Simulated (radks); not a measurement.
Charge is removed step by step from the 3s down level of neutral argon, starting from [Ne] 3s(up 1, down 1) 3p6. Method: non-relativistic Kohn-Sham, PBE, spin-polarised, spherical densities, point nucleus; computed with a radial shooting solver on a logarithmic mesh with Libxc functionals.

\begin{tabular}{lrrr}
removed (e) & E - E(0) (eV) & eigenvalue (eV) & E minus straight line (eV) \\ \hline
0 & 0.000 & -24.061 & 0.000 \\
0.1 & 2.464 & -25.227 & -0.546 \\
0.2 & 5.046 & -26.409 & -0.974 \\
0.3 & 7.746 & -27.606 & -1.283 \\
0.4 & 10.568 & -28.819 & -1.472 \\
0.5 & 13.511 & -30.045 & -1.539 \\
0.6 & 16.577 & -31.284 & -1.483 \\
0.7 & 19.768 & -32.536 & -1.302 \\
0.8 & 23.085 & -33.800 & -0.995 \\
0.9 & 26.528 & -35.075 & -0.562 \\
1 & 30.100 & -36.360 & 0.000 \\
\end{tabular}

Removing the whole electron costs 30.100 eV by Delta-SCF, against 24.061 eV from minus the eigenvalue at the starting occupation. Slater's transition state (half an electron removed) gives 30.045 eV. Integrating minus the eigenvalue over the occupation (Janak's theorem) gives 30.100 eV. The mean slope of the eigenvalue, de/dn, is 12.3 eV per electron.
